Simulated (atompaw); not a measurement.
## Pseudopotential generation for technetium: PAW (atompaw), PBE, scalar-relativistic.

Input for atompaw 4.2.0.5:

```
Tc 43
GGA-PBE scalarrelativistic loggrid 1500 logderivrange -5 5 251
5 5 4 0 0 0
5 1 0
4 2 5
0 0 0
c
c
c
c
v
c
c
v
v
c
v
2
2.70 2.55 2.45 2.60
y
0.4
n
n
y
-0.15
n
bloechl besselshape
bessel
PWSCFOUT
UPFDX 0.0125d0 UPFXMIN -7.d0 UPFZMESH 43.d0
END
```

Command:

```bash
atompaw < Tc.input > Tc.log
```

Output (summary file):

```
[... start of the log left out ...]
   Valence                  :     -351.29501188540780

 PAW parameters:
       lmax =            2
         rc =    2.7189677826130860
        irc =         1107
   rc_shape =    2.5600168680658166
    rc_vloc =    2.4522015109550135
    rc_core =    2.6044587156549337
   Vloc: truncated form - Vps(r)=A.sin(qr)/r for r<rc
   Projector type: Bloechl + Gram-Schmidt ortho.
   Bessel compensation charge shape zeroed at   2.5600E+00

 Number of basis functions     6
 No.   n  nodes  l      Energy         Cp coeff         Occ
  1    5    4    0   -0.3706717E+00 -0.6181101E+01  0.2000000E+01
  2  999    5    0    0.4000000E+00  0.3770457E+01  0.0000000E+00
  3    4    2    1   -0.3332640E+01  0.9413154E+01  0.6000000E+01
  4    5    3    1   -0.1028494E+00  0.8751609E+01  0.0000000E+00
  5    4    1    2   -0.4896565E+00  0.8658732E+01  0.5000000E+01
  6  999    2    2   -0.1500000E+00  0.9311372E+01  0.0000000E+00

 Eigenvalues of overlap operator (in the basis of projectors):
    1       -2.09005930E-03
    2        1.31448884E-03
    3        2.23910102E+00
    4        3.80069548E+00
    5        4.62285651E+00
    6        9.48479765E+00

The overlap operator has at least one negative eigenvalue!
It might be not positive definite...
Program is stopping.
This probably means that your projectors are too similar
or that your PAW basis is incomplete.
Advice: try to change your input parameters (f.i. : reference energies).
```

The run stopped because the overlap operator built from these waves and projectors is not positive definite.

The run took about 17 s on one core of a shared server CPU.
